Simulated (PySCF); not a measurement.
NMR data sheet: C6H11ClO2Si

```
Formula                 : C6H11ClO2Si
SMILES                  : Cl[C@H]1CO[Si@H](C2CC2)OC1
Degrees of unsaturation : 2
Carbon signals          : 4
Proton signals          : 7
```

Atom-mapped SMILES (the numbers label the heavy atoms): `[Cl:1][C@H:2]1[CH2:3][O:4][Si@H:5]([CH:6]2[CH2:7][CH2:8]2)[O:9][CH2:10]1`. Each H is labelled by its parent atom. Ha(C3), Ha(C10) are cis to Cl1 on the ring; Ha(C7), Ha(C8) are cis to Si5 on the ring; Hb(C3), Hb(C10) are trans to Cl1 on the ring; Hb(C7), Hb(C8) are trans to Si5 on the ring.

How the numbers were obtained: shielding tensors at PBE0/pcSseg-1 (GIAO), structure optimised with GFN2-xTB, in PySCF (single conformer, no solvent, relativity neglected, fast rotation and ring inversion assumed for equivalent nuclei).

References, each an isolated molecule treated in the same way: ¹H (31.72 ppm) and ¹³C (186.93 ppm) and ²⁹Si (349.16 ppm) vs TMS; H2O for ¹⁷O (336.08 ppm).

| carbon | δC, type | δH (multiplicity) | HMBC from (2–3 bonds) | span of the C tensor (ppm) |
| --- | --- | --- | --- | --- |
| C2 | 57.8, CH | 3.93 (m) | Hb(C3)/Hb(C10), Ha(C3)/Ha(C10) | 54 |
| C3/C10 | 72.3, CH2 | Hb(C3) 4.47 (m); Ha(C3) 3.93 (m) | Hb(C3)/Hb(C10), H(Si5), Ha(C3)/Ha(C10), H(C2) | 63 |
| C6 | -2.6, CH | -0.29 (m) | H(Si5), Hb(C7)/Hb(C8), Ha(C7)/Ha(C8) | 74 |
| C7/C8 | -0.5, CH2 | Hb(C7) 0.50 (m); Ha(C7) 0.06 (m) | H(Si5), Hb(C7)/Hb(C8), Ha(C7)/Ha(C8), H(C6) | 58 |

Other nuclei:
```tsv
atoms	nucleus	environment	δ (ppm)	σ (ppm)
H(Si5)	¹H	hydrogen on a silicon bonded to C, 2 O, in a 6-membered ring	4.29	27.43
Si5	²⁹Si	silicon bonded to C, 2 O, H, in a 6-membered ring	-14.7	363.8
O4/O9	¹⁷O	oxygen bonded to C, Si, in a 6-membered ring	58.5	277.5
```

1. Carbon types of the structure: 2 × CH, 4 × CH2, leaving 1 H on heteroatoms.
2. δC 72.3: sp3 CH2 bonded to O; the inductive effect lowers its shielding.
3. δC 57.8: sp3 CH bonded to Cl; the inductive effect lowers its shielding.
4. δC -0.5, -2.6: three-membered-ring carbon; carbons of three-membered rings are unusually shielded.
5. δH 4.47, 3.93: hydrogen on an sp3 CH2 bonded to O; its carbon carries O, which withdraws density.
6. δH 0.50, 0.06, -0.29: hydrogen on a three-membered-ring carbon; cyclopropane-type protons are shielded by the ring.

Carbons that carry Cl, above all several Cl atoms, come out too deshielded, partly because spin–orbit coupling is missing. Shifts are as computed. Against solution values, carbons near 30 ppm lie about +3 ppm off and those near 130 ppm about +5 ppm; carbons on Cl a further +6 ppm. Of 1211 compounds with measured shifts, 218 miss one by over three times the rms of a fit or turn the order of signals round; such compounds aren't used in these exercises. Experimental scales use liquid or dissolved standards, which lie at an offset from isolated H2O (liquid H2O: subtract about 36 ppm). No couplings were computed; multiplicities are counted from neighbouring protons, with m where these are inequivalent, close in shift, in a saturated or five-membered ring or joined by F or P, and br s for small geminal =CH2 splittings.
